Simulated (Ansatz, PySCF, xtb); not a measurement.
Torsion H3–O1–Pb2–H4 in H2OPb (SMILES [OH][PbH]); at each angle all else is relaxed with GFN2-xTB, and the levels are single points there.
Geometry at 0° (charge 0, multiplicity 1):
```csv
atom,x (Å),y (Å),z (Å)
O,-1.1562,0.2423,0.1510
Pb,0.8296,0.9885,-0.0747
H,-1.4065,-0.6227,-0.1590
H,1.5490,-0.4988,-0.9283
```

On the grid 0° to 330°, 300° is the highest and 0° the lowest point at CCSD(T)/CBS(def2-TZVPP, def2-QZVPP).

The values were computed with Ansatz (Gaussian orbitals); PySCF for the dispersion terms; xtb for the GFN methods. Each number belongs to the level named beside it. In def2 rows elements past Kr take small-core potentials, without spin–orbit coupling.

One of these levels gives 4.02 kcal/mol for the energy at 300° less that at 0°. Name it.
A. SVWN5/def2-TZVPP
B. HF/def2-QZVPP
C. GFN-FF
D. BLYP-D3(BJ)/def2-TZVPP

B, HF/def2-QZVPP. The others give 0.14 (GFN-FF), 6.22 (SVWN5/def2-TZVPP), 6.90 (BLYP-D3(BJ)/def2-TZVPP)

Ansatz is a program for electronic structure.
